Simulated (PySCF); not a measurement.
A structure optimised at PBE-D3(BJ)/def2-SVP, used in a PySCF frequency run:

```xyz
11

C      2.5403     0.6684    -0.8529
C      1.3398     0.5490    -0.6167
Si    -0.4552     0.3817    -0.2459
O     -1.0117     1.6856     0.6584
C     -0.7578    -1.1373     0.8538
F     -0.4431    -2.2893     0.1330
H      3.5980     0.7672    -1.0625
H     -1.1785     0.2307    -1.5530
H     -0.7438     2.5637     0.3365
H     -1.8231    -1.1779     1.1784
H     -0.1318    -1.0886     1.7735
```
Charge 0, spin multiplicity 1.

### Question
Write its SMILES and formula.

### Answer
C#C[Si@H](O)CF, C₃H₅FOSi

### Question
What are its rotational constants (standard atomic weights)?

### Answer
3.1607, 2.2151, 1.4124 GHz
